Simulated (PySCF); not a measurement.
## Ba(42+) (barium, charge +42): Hartree-Fock from Schrödinger to Dirac-Coulomb-Breit

Occupied: 1s1/2, 2s1/2, 2p1/2, 2p3/2, 3s1/2, 3p1/2. Hartree-Fock calculated with PySCF 2.14 in an even-tempered Gaussian basis (17 s from 4.1 bohr⁻², ratio 2.7; 13 p from 4.9 bohr⁻², ratio 2.7), Gaussian nucleus throughout. NR is non-relativistic, sf-X2C the spin-free one-electron X2C Hamiltonian, X2C adds the bare one-electron spin-orbit term, X2C-SNSO screens it by Boettger's factors, DC is four-component Dirac-Coulomb, and the Gaunt and Breit terms are added at first order (total energies over the DC spinors, levels after relaxing the spinors in that mean field). QED terms are absent. Levels marked empty are virtual spinors of this ion; the basis has s and p functions only, so 3d, which can lie below the n = 4 levels, is absent.

```json
{"Hamiltonian": "X2C", "E (hartree)": "-6527.2787", "E − E(DC) (hartree)": "1.6929", "CPU seconds": "0.14"}
{"Hamiltonian": "X2C-SNSO", "E (hartree)": "-6526.8776", "E − E(DC) (hartree)": "2.0941", "CPU seconds": "0.14"}
{"Hamiltonian": "DC", "E (hartree)": "-6528.9717", "E − E(DC) (hartree)": "0.0000", "CPU seconds": "9.6"}
{"Hamiltonian": "DC+Gaunt", "E (hartree)": "-6522.7383", "E − E(DC) (hartree)": "6.2334", "CPU seconds": "20"}
{"Hamiltonian": "DC+Breit", "E (hartree)": "-6523.3057", "E − E(DC) (hartree)": "5.6660", "CPU seconds": "52"}
```

**Question.** Give the 2p spin-orbit interval with each Hamiltonian that has one.

**Answer.** X2C 422.3; X2C-SNSO 406.8; DC 405.5; DC+Gaunt 400.1; DC+Breit 400.2 (eV).

| level (eV) | X2C | X2C-SNSO | DC | DC+Gaunt | DC+Breit |
| --- | --- | --- | --- | --- | --- |
| 1s1/2 | -40290.3 | -40290.9 | -40325.0 | -40226.5 | -40233.2 |
| 2s1/2 | -8582.3 | -8582.6 | -8586.8 | -8576.9 | -8577.6 |
| 2p1/2 | -8263.5 | -8252.5 | -8254.3 | -8237.2 | -8239.0 |
| 2p3/2 | -7841.2 | -7845.7 | -7848.8 | -7837.0 | -7838.8 |
| 3s1/2 | -3375.2 | -3375.3 | -3376.3 | -3373.9 | -3374.1 |
| 3p1/2 | -3269.1 | -3266.4 | -3266.8 | -3262.5 | -3263.1 |
| 3p3/2 (empty) | -3080.0 | -3081.1 | -3081.7 | -3079.0 | -3079.5 |
| 4s1/2 (empty) | -1731.5 | -1731.5 | -1731.9 | -1731.0 | -1731.1 |

Weight of the small component: 1s1/2 0.0428, 2s1/2 0.00956, 2p1/2 0.00950, 2p3/2 0.00897, 3s1/2 0.00356, 3p1/2 0.00351, 3p3/2 0.00334, 4s1/2 0.00164.

Koopmans' value for the highest occupied level at DC+Breit: 3263.1 eV, against an ionisation energy of 3266 ± 4 eV (theoretical estimate listed by NIST; NIST Atomic Spectra Database, ionization energies); the former lacks relaxation, correlation, QED and recoil.

The whole ladder took 85 s of wall time on 1 thread of Intel(R) Xeon(R) 6975P-C (shared host), launched as `OMP_NUM_THREADS=1 python relrun2.py TASK.json OUT` (a driver that calls PySCF for each Hamiltonian).
